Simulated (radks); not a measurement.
The numbers below are computed, except where a source is named.
All-electron atom: Ni III in [Ar] 3d8. Code: a radial shooting solver on a logarithmic mesh with Libxc functionals. Model: scalar-relativistic Kohn-Sham, PBEsol, spin-polarised, spherical densities, point nucleus; open shells are filled with parallel spins first.

Unscreened Slater integrals over Kohn-Sham orbitals (eV). They are taken over the spin-up orbitals.

integral,value
"F0(3d,3d)",26.453
"F2(3d,3d)",12.070
"F4(3d,3d)",7.4765
"F0(3d,3p)",28.721
"F2(3d,3p)",13.433
"G1(3d,3p)",16.629
"G3(3d,3p)",10.045
"F0(3d,3s)",29.324
"G2(3d,3s)",12.582
"F0(3p,3p)",31.611
"F2(3p,3p)",15.764
"F0(3p,3s)",32.321
"G1(3p,3s)",21.374
"F0(3s,3s)",33.097

Derived for the open shells (J is the average intra-shell exchange parameter used in DFT+U). 3d: Racah B = F2/49 - 5 F4/441 = 0.1616 eV, C = 35 F4/441 = 0.5934 eV, C/B = 3.67, F4/F2 = 0.619, J = (F2 + F4)/14 = 1.396 eV.
